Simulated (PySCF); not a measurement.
C4H5BFN, SMILES C#CB(F)/C=N/C. Atoms are numbered in the order given.

```xyz
12

C     -0.9610     3.1056     0.0000
C     -0.3402     2.0576     0.0000
B      0.3842     0.7076     0.0000
F      1.7091     0.6864     0.0000
C     -0.4182    -0.6445     0.0000
N      0.2073    -1.7584     0.0000
C     -0.5431    -2.9865     0.0000
H     -1.4985     4.0366     0.0000
H     -1.5313    -0.6188     0.0000
H     -0.2525    -3.5846    -0.8808
H     -1.6439    -2.8487     0.0000
H     -0.2525    -3.5846     0.8808
```

Geometry optimised at B3LYP-D3(BJ)/def2-SVP. The structure was generated by enumeration; whether it is a known compound was not checked. Other conformers were not sampled.

These are PBE/pcSseg-1 (PySCF) values and carry that method's errors.

GIAO shieldings, no solvent; atoms alike by connectivity are averaged. δ = σ(ref) − σ: ¹³C against TMS (σ = 182.0 ppm); ¹¹B against BF3 (σ = 83.9 ppm); ¹⁹F against CFCl3 (σ = 133.6 ppm); ¹⁵N against NH3 (σ = 267.0 ppm); ¹H against TMS (σ = 31.49 ppm), references at their B3LYP-D3(BJ)/def2-TZVP geometries, non-relativistic.

```csv
atoms,nucleus,count,δ (ppm)
C5,¹³C,1,180.0
C1,¹³C,1,104.3
C2,¹³C,1,…
C7,¹³C,1,62.6
B3,¹¹B,1,…
F4,¹⁹F,1,…
N6,¹⁵N,1,504.4
H9,¹H,1,…
"H10, H11, H12",¹H,3,…
H8,¹H,1,3.16
```

Task: What belongs in the gaps? (An estimate is asked for; the answer gives what the named calculation found.)

Result: 
- F4, δ (ppm): -46.2
- H9, δ (ppm): 8.63
- H10, H11, H12, δ (ppm): 4.24
- C2, δ (ppm): 95.7
- B3, δ (ppm): 17.7
